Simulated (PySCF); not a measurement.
F2HS, SMILES F[SH+]F, charge +1. Atoms are numbered in the order given.

```xyz
4

F     -0.0312    -0.4721    -1.1812
S      0.1092     0.4735     0.0000
F     -0.0312    -0.4721     1.1812
H     -1.1856     0.9216     0.0000
```
Charge +1, spin multiplicity 1.

Coordinates come from a PBE0-D3(BJ)/def2-TZVP optimisation. The isomer is the one that the SMILES or the coordinates give; other isomers of the formula were not compared.

The numbers are results of TDDFT-B3LYP/def2-SVPD (PySCF), not measurements.

Vertical excitations. The molecule is in vacuum. State labels are in the subgroup Cs.

```
state  symmetry  energy (eV)  λ (nm)      f                                                main pairs
-----  --------  -----------  ------  -----  --------------------------------------------------------
S1           A"         6.82     182  0.013                                            HOMO→LUMO 98 %
S2           A'         7.43     167  0.032                                          HOMO→LUMO+1 96 %
S3           A'         9.60     129  0.010                                          HOMO−1→LUMO 96 %
S4           A"         9.80     127  0.002                      HOMO−1→LUMO+1 57 %, HOMO−2→LUMO 42 %
S5           A'        10.02     124  0.039                        HOMO→LUMO+2 52 %, HOMO−3→LUMO 47 %
S6           A'        10.05     123  0.091                        HOMO−3→LUMO 52 %, HOMO→LUMO+2 42 %
S7           A"        10.25     121  0.006                                        HOMO−3→LUMO+1 85 %
S8           A'        10.29     121  0.014                                        HOMO−2→LUMO+1 97 %
S9           A"        10.97     113  0.109  HOMO−2→LUMO 42 %, HOMO−1→LUMO+1 32 %, HOMO−3→LUMO+1 13 %
S10          A"        12.10     102  0.011                                          HOMO−4→LUMO 91 %
T1           A"         5.66     219      0                                            HOMO→LUMO 98 %
T2           A'         5.95     209      0                                          HOMO→LUMO+1 98 %
T3           A'         8.85     140      0                                          HOMO→LUMO+2 88 %
T4           A"         8.93     139      0                                          HOMO−2→LUMO 90 %
```
Triplets are in the Tamm–Dancoff approximation, which puts them higher than full response would, so one can lie above its singlet here.
